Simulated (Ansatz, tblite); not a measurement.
Forces on In₇Sb₇H₂₀, a nanocrystal cut from zinc blende InSb (hydrogen-capped) at its PBE-D4/def2-SVP geometry. The state is a singlet with charge 0.

In the def2 sets In, Sb take a core potential; there is no spin–orbit coupling. The xTB rows come from tblite. Correlated methods freeze 56 core orbitals; core or outer-core shells of In, Sb are correlated, in sets that lack core-valence functions. Single mean-field runs in def2-SVP are fitted with def2-universal-jkfit.

GFN2-xTB (tblite), largest force 0.52 eV/Å:

```xyz
34
positions Å, forces eV/Å
In    2.050    1.466   -3.818   -0.252    0.110    0.434
In   -1.055   -3.950    2.337    0.038    0.161   -0.092
In   -1.536   -1.134   -2.004   -0.015   -0.048    0.030
In    2.614   -0.867    0.330   -0.014   -0.048    0.030
In    2.323    3.917    0.438   -0.297   -0.305   -0.288
In   -1.269    1.239    2.123   -0.014   -0.051    0.030
In   -1.965    3.636   -1.964    0.429   -0.259    0.121
Sb    1.666   -3.256    1.767    0.117   -0.195    0.104
Sb    1.276   -0.860   -2.165    0.227    0.192   -0.426
Sb    0.900    3.377   -2.002    0.044    0.167   -0.098
Sb   -2.039   -3.493   -0.316   -0.128   -0.211   -0.033
Sb   -1.800   -1.379    3.363   -0.112   -0.071    0.208
Sb   -2.361    1.108   -0.485   -0.198    0.422   -0.230
Sb    1.526    1.362    1.695    0.255    0.451    0.024
H     1.059    1.291   -5.237    0.193   -0.022    0.059
H     3.787    1.478   -3.701   -0.147   -0.046   -0.133
H    -1.449   -5.403    3.197   -0.059   -0.221    0.131
H    -2.412   -1.511   -3.464   -0.033   -0.026   -0.040
H     4.345   -1.076    0.340    0.055   -0.021    0.008
H     4.037    3.726    0.205   -0.131    0.100    0.119
H     1.484    5.106    1.392    0.187   -0.072   -0.029
H    -1.981    2.353    3.260   -0.027    0.023    0.045
H    -2.635    3.290   -3.532   -0.043    0.106    0.168
H    -2.457    4.848   -0.816   -0.065   -0.088   -0.171
H     2.357   -4.678    1.085   -0.059    0.211    0.207
H     2.490   -3.413    3.272   -0.090   -0.070   -0.279
H     1.775   -2.345   -2.883   -0.086    0.053    0.149
H     1.287    4.823   -2.860   -0.061   -0.229    0.137
H    -1.681   -4.938   -1.182   -0.166    0.204    0.146
H    -3.730   -3.806   -0.222    0.291   -0.046   -0.066
H    -3.471   -1.524    3.754    0.298    0.018    0.045
H    -1.275   -1.381    5.004   -0.191   -0.014   -0.233
H    -4.031    0.793   -0.196    0.157   -0.079    0.035
H     2.173    1.204    3.285   -0.104   -0.097   -0.111
```

r2SCAN-D4/def2-SVP (Ansatz), largest force 0.31 eV/Å:

```
In 0.012 -0.008 -0.019
In 0.005 0.033 -0.017
In -0.019 0.011 -0.058
In 0.059 0.018 -0.013
In 0.015 0.011 0.015
In -0.017 0.056 0.021
In -0.020 0.010 -0.004
Sb 0.158 -0.234 0.126
Sb 0.040 -0.176 -0.051
Sb 0.049 0.184 -0.108
Sb -0.167 -0.253 -0.056
Sb -0.144 -0.069 0.262
Sb -0.171 -0.064 0.047
Sb 0.053 -0.049 0.174
H 0.100 0.021 0.122
H -0.157 0.003 -0.023
H 0.036 0.127 -0.076
H 0.083 0.038 0.138
H -0.163 0.022 -0.003
H -0.154 0.030 0.023
H 0.086 -0.100 -0.089
H 0.069 -0.104 -0.109
H 0.057 0.044 0.141
H 0.040 -0.102 -0.115
H -0.102 0.193 0.079
H -0.119 0.034 -0.197
H -0.064 0.180 0.094
H -0.046 -0.171 0.103
H -0.032 0.196 0.116
H 0.225 0.054 -0.003
H 0.220 0.018 -0.067
H -0.056 0.000 -0.225
H 0.207 0.033 -0.032
H -0.083 0.013 -0.196
```

PBE-QIDH/def2-SVP (Ansatz), largest force 0.68 eV/Å:

```
In -0.022 -0.022 0.041
In 0.032 0.135 -0.078
In 0.011 0.043 -0.031
In 0.018 0.046 -0.026
In -0.023 -0.046 0.000
In 0.008 0.047 -0.022
In 0.018 -0.043 0.024
Sb 0.364 -0.510 0.274
Sb 0.066 -0.405 -0.071
Sb 0.101 0.378 -0.223
Sb -0.374 -0.555 -0.139
Sb -0.323 -0.139 0.584
Sb -0.355 -0.178 0.125
Sb 0.092 -0.148 0.378
H 0.162 0.037 0.183
H -0.242 0.009 -0.046
H 0.068 0.244 -0.145
H 0.140 0.058 0.240
H -0.282 0.031 -0.001
H -0.237 0.058 0.037
H 0.141 -0.147 -0.139
H 0.115 -0.184 -0.183
H 0.085 0.079 0.217
H 0.059 -0.152 -0.185
H -0.225 0.431 0.148
H -0.260 0.099 -0.426
H -0.137 0.416 0.198
H -0.099 -0.368 0.219
H -0.050 0.441 0.245
H 0.487 0.144 -0.006
H 0.476 0.051 -0.169
H -0.101 0.013 -0.498
H 0.464 0.091 -0.082
H -0.178 0.047 -0.444
```
